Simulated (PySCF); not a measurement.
**Exercise with solution: dipole moment from atomic charges**

C4H2ClF, SMILES C#C/C=C(\F)Cl. Atoms are numbered in the order given.

```xyz
8

C     -0.0543     3.1628     0.0000
C     -0.3569     1.9870     0.0000
C     -0.7454     0.6226     0.0000
C      0.1353    -0.3933     0.0000
F      1.4429    -0.2086     0.0000
Cl    -0.3100    -2.0569     0.0000
H      0.2205     4.2006     0.0000
H     -1.8082     0.3693     0.0000
```
Charge 0, spin multiplicity 1.

Geometry: B3LYP-D3(BJ)/def2-SVP. The structure was generated by enumeration; whether it is a known compound was not checked.

Charges (e) from CAM-B3LYP/def2-TZVP run with PySCF:

```tsv
atom	ESP fit	IAO
C1	-0.601	-0.220
C2	0.320	-0.024
C3	-0.388	-0.227
C4	0.248	0.294
F5	-0.104	-0.239
Cl6	-0.038	0.020
H7	0.360	0.206
H8	0.203	0.190
```

The dipole moment of the full density is 0.93 D.

### Question
What dipole moment does each set of point charges give, and which comes closer to that of the density?

### Answer

μ = Σ q r, and 1 e Å = 4.8032 D.
ESP fit: Σ q r = (-0.185, 0.083, 0.000) e Å, |μ| = 0.97 D.
IAO: Σ q r = (-0.420, -0.056, 0.000) e Å, |μ| = 2.03 D.
ESP fit comes closer in size. Point charges leave out the atoms' own dipoles (lone pairs, polarised bonds); fits to the potential absorb them, partitions of the density don't.
